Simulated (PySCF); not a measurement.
# C₆ coefficients of unlike pairs at wB97X

Calculated with PySCF 2.14 from the dipole response of each species, C₆(A,B) = (3/π) ∫ α_A(iu) α_B(iu) du, in atomic units, from isotropic polarisabilities. For ions this is the dispersion term alone; charge-induced terms of lower order in 1/R come first.

```json
{"species": "Cl+", "configuration": "[Ne] 3s2 3p4 (3P)", "basis": "aug-cc-pwCVTZ (8s7p5d3f)", "relativity": "none", "α (bohr³)": "8.661", "C₆ (like pair)": "40.92"}
{"species": "Co+", "configuration": "[Ar] 3d8 (3F)", "basis": "x2c-TZVPPall with one added diffuse shell each of s, p, d, f type (7s6p5d3f1g)", "relativity": "spin-free X2C", "α (bohr³)": "9.287", "C₆ (like pair)": "33.20"}
{"species": "Be(2+)", "configuration": "1s2 (1S)", "basis": "dyall-av3z (15s9p4d2f)", "relativity": "spin-free X2C", "α (bohr³)": "0.05372", "C₆ (like pair)": "0.01161"}
```

Question: Estimate C₆ for Be(2+) with Co+.

Answer: The integral gives 0.4438. The combination rule 2 C_A C_B / (C_A α_B/α_A + C_B α_A/α_B) gives 0.3505 and the geometric mean 0.6208.

No spin-orbit coupling is included.

The other pairs:

| pair | C₆ |
| --- | --- |
| Co+, Cl+ | 36.48 |
| Be(2+), Cl+ | 0.4639 |
